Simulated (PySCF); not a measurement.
A GIAO shielding run with PySCF (density fitting, non-relativistic, gas phase) on `InChI=1S/C6H15NOSi/c7-9-5-8-6-3-1-2-4-6/h6H,1-5,7,9H2`:

```
$ OMP_NUM_THREADS=1 python probes_run.py task.json out

{"job": {"kind": "nmr", "xc": "PBE0", "basis": "pcSseg-1"}, "charge": 0, "multiplicity": 1}
N      3.234843     0.679187    -0.930378
Si     3.253532    -0.492102     0.328681
C      1.556596    -0.300217     1.167880
O      0.600100    -0.567352     0.161881
C     -0.746452    -0.449149     0.573421
C     -1.246606     1.013502     0.592065
C     -2.104854     1.158340    -0.662891
C     -2.763383    -0.211543    -0.792122
C     -1.626670    -1.175730    -0.460270
H      2.368892     0.794028    -1.434751
H      4.016247     0.744078    -1.562476
H      3.407904    -1.896540    -0.077773
H      4.328609    -0.106355     1.246732
H      1.418757     0.706823     1.580249
H      1.428714    -1.003854     2.002029
H     -0.847671    -0.899757     1.573152
H     -1.849960     1.188586     1.483891
H     -0.409429     1.710532     0.601039
H     -2.826457     1.970577    -0.582025
H     -1.467879     1.342415    -1.529298
H     -3.565347    -0.307601    -0.057660
H     -3.179849    -0.388194    -1.782759
H     -1.983224    -2.135310    -0.090575
H     -1.008147    -1.354600    -1.340485
```

Hardware: 1 thread of an Arm Neoverse N1, shared host. The job also computes population analyses, field gradients, ring-centre shieldings.

**Question.** How large is the calculation?

**Answer.** 80 electrons, 235 basis functions and 1234 auxiliary functions.

**Question.** How long does it take, and how much memory does it need?

**Answer.** 100 s of wall time, with 14 SCF cycles and 4 response iterations; peak memory 1.1 GiB. Times on a shared host scatter by some tens of per cent.
